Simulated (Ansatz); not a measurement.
`C[C@@H]1C[Si@@H]1F` → `F[SiH]1CC1` + `[CH2]` (triplet) at 700 K and 1 bar (formal loss of a carbene).

Calculated with Ansatz (gas phase, PBE0-D4/def2-TZVP geometries, no zero-point term in ΔE). CCSD(T)/CBS adds triple-zeta CCSD(T) − MP2 to the extrapolated MP2 energy (def2 sets, frozen cores). This one scheme is used for every species. Triplets are unrestricted, without spin–orbit coupling.

| species | CCSD(T)/CBS energy (Eh) | H − E (kJ/mol) | S (J/(mol·K)) |
| --- | --- | --- | --- |
| `C[C@@H]1C[Si@@H]1F` | -507.26710 | 322.5 | 447.5 |
| `F[SiH]1CC1` | -468.00632 | 230.9 | 388.6 |
| `[CH2]` (triplet) | -39.09499 | 70.4 | 226.8 |

H − E and S are ideal-gas, rigid-rotor, harmonic terms from PBE0-D4/def2-TZVP, for one conformer and one mirror image of each species, with the whole ground term of open shells counted as degenerate. 1 Eh = 2625.50 kJ/mol, R = 8.31446 J/(mol·K).

Task: By hand: ΔE, ΔH, ΔS and ΔG.

Result: ΔE = (-468.00632) + (-39.09499) − (-507.26710) = 0.16579 Eh = 435.3 kJ/mol. Δ(H − E) = 230.9 + 70.4 − 322.5 = -21.2, so ΔH = 414.1 kJ/mol. ΔS = 388.6 + 226.8 − 447.5 = 167.9 J/(mol·K). ΔG = 414.1 − 700 × (167.9)/1000 = 296.6 kJ/mol.

Task: By hand: the equilibrium constant, and the temperature at which ΔG would vanish if ΔH and ΔS stayed fixed.

Result: log₁₀ K = −ΔG/(RT ln 10) = -22.1. ΔG = 0 at ΔH/ΔS = 2466 K.

The number of gas molecules changes by +1, which sets the sign of ΔS. A doubt of 5 kJ/mol in ΔE shifts log₁₀ K by 0.4 here. Other conformers and mirror images would add mixing entropy, several J/(mol·K) or more a flexible species. A triplet takes part, so the spin changes. These are equilibria of isolated gas molecules and say nothing of rates. Largest T1 diagnostic: 0.011 (customary marks: 0.02 for closed shells, 0.045 for open ones).
